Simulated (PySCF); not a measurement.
1-chlorocyclopenta-1,3-diene (C₅H₅Cl), SMILES C1(=CC=CC1)Cl.

Geometry: ωB97X-D3(BJ)/def2-SVP. The values are those of a single conformer.

Level of theory: TDDFT-PBE/def2-SVPD (PySCF).

Vertical excitations.  State labels are in the subgroup Cs.

Computed lowest excited states:
```
state  symmetry  energy (eV)  λ (nm)      f                                                              main pairs
-----  --------  -----------  ------  -----  ----------------------------------------------------------------------
S1           A'         4.51     275  0.126                                                          HOMO→LUMO 98 %
S2           A"         5.41     229  0.001                                                        HOMO→LUMO+1 96 %
S3           A"         5.60     221  0.000                                                        HOMO−1→LUMO 99 %
S4           A"         5.69     218  0.005                                                        HOMO→LUMO+2 95 %
S5           A'         5.84     212  0.002                                      HOMO−2→LUMO 51 %, HOMO→LUMO+3 49 %
S6           A"         6.40     194  0.001                                                       HOMO→LUMO+4 100 %
S7           A"         6.47     192  0.006                                                       HOMO→LUMO+5 100 %
S8           A'         6.97     178  0.057  HOMO−3→LUMO 43 %, HOMO→LUMO+3 19 %, HOMO−2→LUMO 18 %, HOMO→LUMO+7 15 %
S9           A"         6.99     177  0.000                                                       HOMO→LUMO+6 100 %
S10          A'         7.19     172  0.023                                      HOMO→LUMO+7 72 %, HOMO−3→LUMO 27 %
T1           A'         2.93     423      0                                                          HOMO→LUMO 98 %
T2           A'         4.90     253      0                                      HOMO→LUMO+3 49 %, HOMO−2→LUMO 48 %
T3           A"         5.11     243      0                                                        HOMO→LUMO+1 98 %
T4           A"         5.50     226      0                                                        HOMO−1→LUMO 99 %
```
Triplets are in the Tamm–Dancoff approximation, which puts them higher than full response would, so one can lie above its singlet here.
